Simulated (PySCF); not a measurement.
**Mass spectrum arithmetic for `C#CP1CCCCCC1`**

Species: `P1(C#C)CCCCCC1`.

Calculated from tabulated atomic weights, isotope masses and abundances; no fragmentation.

Task: Find the molar and monoisotopic masses of C8H13P.

Result: For C8H13P, with standard atomic weights, 8 × 12.011 + 1 × 30.974 + 13 × 1.008 = 140.166 g/mol. From the most abundant isotopes (12C, 31P, 1H), 8 × 12.000000 + 1 × 30.973762 + 13 × 1.007825 = 140.0755 u.

Task: Give the isotope pattern of the molecular ion M+•, merging species of the same nominal mass.

Result: 
| nominal mass | m/z (centroid) | relative intensity |
| --- | --- | --- |
| 140 | 140.0749 | 100.0 |
| 141 | 141.0783 | 8.8 |
| 142 | 142.0818 | 0.3 |

Cut off at 0.1 %. One electron mass, 0.00055 u, is taken off.

Task: What share of all molecules is the monoisotopic species?

Result: 0.9893^8 × 1 × 0.999885^13 = 91.62 %.

Task: Protons, neutrons, electrons, and exact less nominal mass of the monoisotopic species?

Result: 76 protons, 64 neutrons and 76 electrons; 140.0755 − 140 = +0.0755 u.

Task: Which m/z would the protonated, sodiated and deprotonated molecule have?

Result: [M+H]+ 141.0828, [M+Na]+ 163.0647, [M−H]− 139.0682, for the monoisotopic species (arithmetic only; whether such ions form is another matter).
